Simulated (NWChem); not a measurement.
Molecule: C3H7O, doublet; SMILES C[CH]CO

```xyz
11

C     -0.0408    -1.9027    -0.1224
C      0.4522    -0.5187     0.0819
C     -0.4646     0.6498     0.1403
O      0.1804     1.8768    -0.0792
H     -0.8676    -1.9396    -0.8517
H      0.7567    -2.5752    -0.4742
H     -0.4330    -2.3493     0.8150
H      1.4624    -0.3594     0.4775
H     -1.3145     0.4907    -0.5604
H     -0.9291     0.7313     1.1454
H      0.6605     1.7990    -0.9107
```
Atoms are numbered in this order, from 1.

Results from NWChem. Geometry optimised at PBE0/def2-SVP; all other runs use it. Pople sets run with spherical d functions. Spin-unrestricted.

| quantity | level | value |
|---|---|---|
| charge (e), Mulliken O4 | UHF/6-31G* | -0.77 |
| dipole (D) | M05-2X/6-31G* | 1.82 |
| A(iso) 1H atom 9 (MHz) | PBE/pcJ-1 | (withheld) |
| solvation free energy (kcal/mol) in ethanol | M05-2X/6-31G*, SMD | -6.3 |
| highest harmonic frequency (cm⁻¹) | PBE0/def2-SVP | (withheld) |

Question: Some entries are withheld; supply them.

Answer: 
- A(iso) 1H atom 9 (MHz), value: 49.7
- highest harmonic frequency (cm⁻¹), value: 3871
